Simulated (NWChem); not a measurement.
System: CH$_{4}$AlFOS; SMILES C[O][Al]([F])[SH]

Excerpt of the output:

```
             Northwest Computational Chemistry Package (NWChem) 7.3.0
             --------------------------------------------------------

 C1  symmetry detected

                             Geometry "geometry" -> ""
                             -------------------------

 Output coordinates in angstroms (scale by  1.889725989 to convert to a.u.)

  No.       Tag          Charge          X              Y              Z
 ---- ---------------- ---------- -------------- -------------- --------------
    1 Al                  13.0000    -0.29102669    -0.07358998     0.00028158
    2 F                    9.0000    -1.95157267    -0.00179658    -0.00006576
    3 O                    8.0000     0.65817096     1.30369388     0.00093967
    4 C                    6.0000     0.65582450     2.69171939    -0.00068198
    5 H                    1.0000     1.17807417     3.07849647    -0.89296538
    6 H                    1.0000    -0.36390790     3.11697485     0.00345669
    7 H                    1.0000     1.18615885     3.08027101     0.88612727
    8 S                   16.0000     0.66662026    -2.01365175    -0.00014690
    9 H                    1.0000    -0.51906296    -2.66434272    -0.00076225

 Effective nuclear repulsion energy (a.u.)     270.7893870287

  pbe96 is a nonlocal functional; adding pw91lda local functional.

                                 NWChem DFT Module
                                 -----------------

 Summary of "ao basis" -> "ao basis" (spherical)
 ------------------------------------------------------------------------------
       Tag                 Description            Shells   Functions and Types
 ---------------- ------------------------------  ------  ---------------------
 Al                         6-311g**                12       26   6s5p1d
 F                          6-311g**                 8       18   4s3p1d
 O                          6-311g**                 8       18   4s3p1d
 C                          6-311g**                 8       18   4s3p1d
 H                          6-311g**                 4        6   3s1p
 S                          6-311g**                12       26   6s5p1d

            General Information
            -------------------
          SCF calculation type: DFT
          Wavefunction type:  closed shell.
          No. of atoms     :     9
          No. of electrons :    56
           Alpha electrons :    28
            Beta electrons :    28
          Charge           :     0
          Spin multiplicity:     1
          Use of symmetry is: off; symmetry adaption is: off
          Maximum number of iterations: 150
          AO basis - number of functions:   130
                     number of shells:    64
          Convergence on energy requested:  1.00D-06
          Convergence on density requested:  1.00D-05
          Convergence on gradient requested:  5.00D-04

              XC Information
              --------------
          PerdewBurkeErnzerhof Exchange Functional  1.000
            Perdew 1991 LDA Correlation Functional  1.000 local
           PerdewBurkeErnz. Correlation Functional  1.000 non-local

             Grid Information
             ----------------
          Grid used for XC integration:  medium
          Radial quadrature: Mura-Knowles
          Angular quadrature: Lebedev.
          Tag              B.-S. Rad. Rad. Pts. Rad. Cut. Ang. Pts.
          ---              ---------- --------- --------- ---------
          Al                  1.25       88          11.0       590
          F                   0.50       49          12.0       434
          O                   0.60       49          11.0       434
          C                   0.70       49          13.0       434
          H                   0.35       45          14.0       434
          S                   1.00       88          13.0       590
          Grid pruning is: on
          Number of quadrature shells:   503
          Spatial weights used:  Erf1

      Superposition of Atomic Density Guess
      -------------------------------------

 Sum of atomic energies:        -853.20244934

      Non-variational initial energy
      ------------------------------

 Total energy =    -854.602146
 1-e energy   =   -1719.557258
 2-e energy   =     594.165724
 HOMO         =      -0.347397
 LUMO         =      -0.038569

     ---------------------------------------------
      Total Density - Mulliken Population Analysis
     ---------------------------------------------

    Atom       Charge   Shell Charges
 -----------   ------   -------------------------------------------------------
    1 Al  13    11.48   0.79  1.18  0.99  1.01  0.58  0.14  2.10  3.82  0.39  0.24  0.03  0.21
    2 F    9     9.69   1.08  0.92  1.23  1.11  2.57  0.86  1.93  0.00
    3 O    8     8.87   1.08  0.91  1.03  1.02  2.31  0.77  1.74  0.01
    4 C    6     6.09   1.10  0.89  0.52  0.77  1.44  0.46  0.81  0.08
    5 H    1     0.86   0.25  0.46  0.14  0.02
    6 H    1     0.86   0.25  0.46  0.14  0.02
    7 H    1     0.86   0.25  0.46  0.14  0.02
    8 S   16    16.49   0.78  1.19  0.95  1.04  1.09  0.82  1.85  4.06  0.99  2.85  0.87  0.02
    9 H    1     0.78   0.19  0.44  0.12  0.03

[...]
```

Level: PBE/6-311G** (spherical d). Geometry: optimised at PBE0/def2-SVP.

Question: Reconstruct the input file.

Answer: One answer among several that fit: the input that was run:
```
start job
memory heap 200 mb stack 900 mb global 1100 mb
geometry units angstroms noautoz
  Al    -0.182499    -0.103829     0.051388
  F     -1.805639    -0.055965     0.405920
  O      0.737148     1.285903    -0.092771
  C      0.726421     2.672771    -0.037048
  H      1.045025     3.101312    -1.003151
  H     -0.271638     3.082837     0.200518
  H      1.430697     3.034246     0.732360
  S      0.764508    -2.028443    -0.231395
  H     -0.390453    -2.695606    -0.007336
end
basis spherical
  Al library 6-311g**
  F library 6-311g**
  O library 6-311g**
  C library 6-311g**
  H library 6-311g**
  S library 6-311g**
end
dft
  xc xpbe96 cpbe96
  iterations 150
  mulliken
end
task dft energy
```
